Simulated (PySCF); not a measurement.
# Computed records: CH₂BFSi, BFH₂NSi, CH₃AlBF, B₂FH₃Si and others

Computed with PySCF 2.14.0. Calculation on a computer-drawn molecule: the log of a Hartree-Fock and frozen-core CCSD(T) single point meant for a local Hartree-Fock minimum, with one planted fault or none, to be diagnosed. Offsets are logged minus clean, where the clean run is the same molecule without the fault. The reference is restricted for singlets and unrestricted otherwise, and also for a bond in bohr or an excited solution. Adding or removing an electron swaps singlet and doublet. The excited solution moves the top pair (singlet) or top alpha electron (doublet) to the lowest empty orbital. Highest occupied and lowest empty are orbital energies over both spins, largest force is the largest gradient component, triples share is (T) over the correlation energy, the T1 limit is 0.02 restricted and 0.045 unrestricted, electrons count all cores, a negative frequency is imaginary (commonest isotopes), and the dipole is about the centre of nuclear charge.

Common to all runs: logged SCF converged yes; possible faults no fault, one electron removed, one electron added, multiplicity raised by two, geometry at a saddle point, SCF held on an excited solution, minimal basis STO-3G, one bond length entered in bohr, all coordinates scaled.

(1) CH₂BFSi

Logged structure:
```xyz
6
CH2BFSi
F     -0.9243    -2.2099     1.7199
B     -0.2644    -1.5277     0.8700
C      0.3721    -0.7554    -0.0999
Si    -0.8792     0.0316    -1.2040
H      1.4471    -0.6481    -0.1739
H      0.0924     0.7678    -2.1054
```

* meant charge: 0
* meant multiplicity: 1
* meant basis: cc-pV(D+d)Z
* logged electrons: 36
* logged basis functions: 75
* logged spin squared: 2.0118
* logged highest occupied: -6.718 eV
* logged lowest empty: 0.45387 eV
* logged largest force: 0.037026 hartree/bohr
* logged T1 diagnostic: 0.017761
* logged D1 diagnostic: 0.052003
* logged triples share: 0.030526
* logged CC converged: yes
* logged dipole magnitude: 1.3608 debye
* logged SCF stable within its kind: yes
* logged energy HF: -452.00559 hartree
* logged energy CCSD(T): -452.50584 hartree
* planted fault: multiplicity raised by two
* HF energy offset from clean run: 31.09 kcal/mol
* CCSD(T) energy offset from clean run: 44.96 kcal/mol

Drawn bonds:
| atom | other atom | order |
| --- | --- | --- |
| 1 | 2 | 1 |
| 2 | 3 | 2 |
| 3 | 4 | 1 |
| 3 | 5 | 1 |
| 4 | 6 | 1 |

(2) BFH₂NSi

Logged structure:
```xyz
6
BFH2NSi
F     -1.2973    -1.5353    -2.5126
B     -0.7091    -1.4121    -1.2792
N     -0.1498    -1.2902    -0.0850
Si     0.7618    -1.1740     1.4801
H      0.1541    -2.1617     2.5541
H      0.7258     0.3044     2.0380
```

* meant charge: 0
* meant multiplicity: 2
* meant basis: cc-pV(D+d)Z
* logged electrons: 37
* logged basis functions: 75
* logged spin squared: 0.7548
* logged highest occupied: -8.7982 eV
* logged lowest empty: 1.3678 eV
* logged largest force: 0.064171 hartree/bohr
* logged T1 diagnostic: 0.017763
* logged D1 diagnostic: 0.050534
* logged triples share: 0.031329
* logged CC converged: yes
* logged dipole magnitude: 0.40577 debye
* logged SCF stable within its kind: yes
* logged energy HF: -468.70019 hartree
* logged energy CCSD(T): -469.25246 hartree
* planted fault: all coordinates scaled, by +6.6 %
* HF energy offset from clean run: 17.95 kcal/mol
* CCSD(T) energy offset from clean run: 8.86 kcal/mol

Drawn bonds:
| atom | other atom | order |
| --- | --- | --- |
| 1 | 2 | 1 |
| 2 | 3 | 2 |
| 3 | 4 | 1 |
| 4 | 5 | 1 |
| 4 | 6 | 1 |

(3) CH₃AlBF

Logged structure:
```xyz
7
CH3AlBF
F     -3.0972    -4.1392    -0.8518
B     -2.1010    -3.6213    -1.3933
C     -1.0384    -2.9937    -1.9256
Al    -0.6318    -1.3084    -1.2548
H     -0.4607    -3.4371    -2.6900
H     -1.5256    -0.7307    -0.1381
H      0.5627    -0.5046    -1.7937
```

- meant charge: 0
- meant multiplicity: 1
- meant basis: cc-pV(D+d)Z
- logged electrons: 36
- logged basis functions: 80
- logged spin squared: 0
- logged highest occupied: -9.5046 eV
- logged lowest empty: 1.8754 eV
- logged largest force: 0.032867 hartree/bohr
- logged T1 diagnostic: 0.014081
- logged D1 diagnostic: 0.043486
- logged triples share: 0.027403
- logged CC converged: yes
- logged dipole magnitude: 1.5841 debye
- logged SCF stable within its kind: yes
- logged energy HF: -405.66227 hartree
- logged energy CCSD(T): -406.16322 hartree
- planted fault: all coordinates scaled, by -2.7 %
- HF energy offset from clean run: 3.422 kcal/mol
- CCSD(T) energy offset from clean run: 5.631 kcal/mol

Drawn bonds:
| atom | other atom | order |
| --- | --- | --- |
| 1 | 2 | 1 |
| 2 | 3 | 2 |
| 3 | 4 | 1 |
| 3 | 5 | 1 |
| 4 | 6 | 1 |
| 4 | 7 | 1 |

(4) B₂FH₃Si

Logged structure:
```xyz
7
B2FH3Si
F      1.7980     0.4087    -0.3849
B      0.7503    -0.3426    -0.0314
B      0.4368    -1.8305    -0.7873
Si    -0.6048    -2.2208    -2.4573
H      0.0486     0.1035     0.8399
H      0.8732    -2.8255    -0.2546
H     -1.8772    -2.3597    -1.6365
```

- meant charge: 0
- meant multiplicity: 1
- meant basis: cc-pV(D+d)Z
- logged electrons: 37
- logged basis functions: 80
- logged spin squared: 0.7712
- logged highest occupied: -1.0947 eV
- logged lowest empty: 6.7494 eV
- logged largest force: 0.022882 hartree/bohr
- logged T1 diagnostic: 0.025063
- logged D1 diagnostic: 0.10015
- logged triples share: 0.02761
- logged CC converged: yes
- logged dipole magnitude: 6.1934 debye
- logged SCF stable within its kind: yes
- logged energy HF: -439.45786 hartree
- logged energy CCSD(T): -439.95619 hartree
- planted fault: one electron added
- HF energy offset from clean run: -6.918 kcal/mol
- CCSD(T) energy offset from clean run: -14.79 kcal/mol

Drawn bonds:
| atom | other atom | order |
| --- | --- | --- |
| 1 | 2 | 1 |
| 2 | 3 | 1 |
| 3 | 4 | 1 |
| 2 | 5 | 1 |
| 3 | 6 | 1 |
| 4 | 7 | 1 |

(5) BFH₄NSi

Logged structure:
```xyz
8
BFH4NSi
F      0.9175    -1.0173     2.6494
B     -0.3297    -0.6302     2.8131
N     -1.2458    -0.9936     1.7240
Si    -0.8557    -1.8227     0.3525
H     -0.7057    -0.0323     3.7616
H     -2.2020    -0.6968     1.8494
H     -1.9195    -2.0827    -0.6088
H      0.5148    -2.2638     0.1441
```

* meant charge: 1
* meant multiplicity: 1
* meant basis: cc-pV(D+d)Z
* logged electrons: 38
* logged basis functions: 85
* logged spin squared: 0
* logged highest occupied: -18.877 eV
* logged lowest empty: -5.0003 eV
* logged largest force: 1.88e-05 hartree/bohr
* logged lowest frequency: 180.52 cm⁻¹
* logged T1 diagnostic: 0.015962
* logged D1 diagnostic: 0.048741
* logged triples share: 0.023807
* logged CC converged: yes
* logged dipole magnitude: 5.3533 debye
* logged SCF stable within its kind: yes
* logged energy HF: -469.68678 hartree
* logged energy CCSD(T): -470.24575 hartree
* planted fault: no fault
* HF energy offset from clean run: 0 kcal/mol
* CCSD(T) energy offset from clean run: 0 kcal/mol

Drawn bonds:
| atom | other atom | order |
| --- | --- | --- |
| 1 | 2 | 1 |
| 2 | 3 | 1 |
| 3 | 4 | 1 |
| 2 | 5 | 1 |
| 3 | 6 | 1 |
| 4 | 7 | 1 |
| 4 | 8 | 1 |

(6) BFH₄NSi

Logged structure:
```xyz
8
BFH4NSi
F      0.9175    -1.0173     2.6494
B     -0.3297    -0.6302     2.8131
N     -1.2458    -0.9936     1.7240
Si    -0.5087    -2.5604    -0.8678
H     -0.7057    -0.0323     3.7616
H     -2.2020    -0.6968     1.8494
H     -1.5724    -2.8204    -1.8291
H      0.8619    -3.0015    -1.0762
```

- meant charge: 1
- meant multiplicity: 1
- meant basis: cc-pV(D+d)Z
- logged electrons: 38
- logged basis functions: 85
- logged spin squared: 1.0099
- logged highest occupied: -15.323 eV
- logged lowest empty: -6.4245 eV
- logged largest force: 0.015949 hartree/bohr
- logged T1 diagnostic: 0.018796
- logged D1 diagnostic: 0.079662
- logged triples share: 0.020671
- logged CC converged: yes
- logged dipole magnitude: 7.9163 debye
- logged SCF stable within its kind: yes
- logged energy HF: -469.51873 hartree
- logged energy CCSD(T): -470.04064 hartree
- planted fault: one bond length entered in bohr, row 3 of the drawn bonds
- HF energy offset from clean run: 105.5 kcal/mol
- CCSD(T) energy offset from clean run: 128.7 kcal/mol

Drawn bonds:
| atom | other atom | order |
| --- | --- | --- |
| 1 | 2 | 1 |
| 2 | 3 | 1 |
| 3 | 4 | 1 |
| 2 | 5 | 1 |
| 3 | 6 | 1 |
| 4 | 7 | 1 |
| 4 | 8 | 1 |

(7) BFH₄NSi

Structure as in entry 5.

* meant charge: 1
* meant multiplicity: 1
* meant basis: cc-pV(D+d)Z
* logged electrons: 38
* logged basis functions: 85
* logged spin squared: 0
* logged highest occupied: -10.549 eV
* logged lowest empty: -13.85 eV
* logged largest force: 0.24281 hartree/bohr
* logged CC converged: no
* logged dipole magnitude: 7.2581 debye
* logged SCF stable within its kind: no
* logged energy HF: -469.05221 hartree
* planted fault: SCF held on an excited solution
* HF energy offset from clean run: 398.2 kcal/mol

Drawn bonds:
| atom | other atom | order |
| --- | --- | --- |
| 1 | 2 | 1 |
| 2 | 3 | 1 |
| 3 | 4 | 1 |
| 2 | 5 | 1 |
| 3 | 6 | 1 |
| 4 | 7 | 1 |
| 4 | 8 | 1 |

Notes: CCSD not converged.

(8) BFH₃OSi

Logged structure:
```xyz
7
BFH3OSi
F     -1.7145     0.3714     1.3357
B     -1.0620    -0.0464     0.2029
O     -0.1209    -0.9414     0.2932
Si     0.9195    -1.6993    -0.9719
H     -1.4485     0.4857    -0.8053
H     -0.1969    -2.0458    -1.9766
H      1.3359    -0.4054    -1.6988
```

- meant charge: -1
- meant multiplicity: 1
- meant basis: aug-cc-pV(D+d)Z
- logged electrons: 40
- logged basis functions: 128
- logged spin squared: 0
- logged highest occupied: -2.4688 eV
- logged lowest empty: 3.8536 eV
- logged largest force: 7.201e-06 hartree/bohr
- logged lowest frequency: 82.578 cm⁻¹
- logged T1 diagnostic: 0.01613
- logged D1 diagnostic: 0.049715
- logged triples share: 0.028753
- logged CC converged: yes
- logged dipole magnitude: 4.7932 debye
- logged SCF stable within its kind: yes
- logged energy HF: -489.81952 hartree
- logged energy CCSD(T): -490.47194 hartree
- planted fault: no fault
- HF energy offset from clean run: 0 kcal/mol
- CCSD(T) energy offset from clean run: 0 kcal/mol

Drawn bonds:
| atom | other atom | order |
| --- | --- | --- |
| 1 | 2 | 1 |
| 2 | 3 | 1 |
| 3 | 4 | 1 |
| 2 | 5 | 1 |
| 4 | 6 | 1 |
| 4 | 7 | 1 |
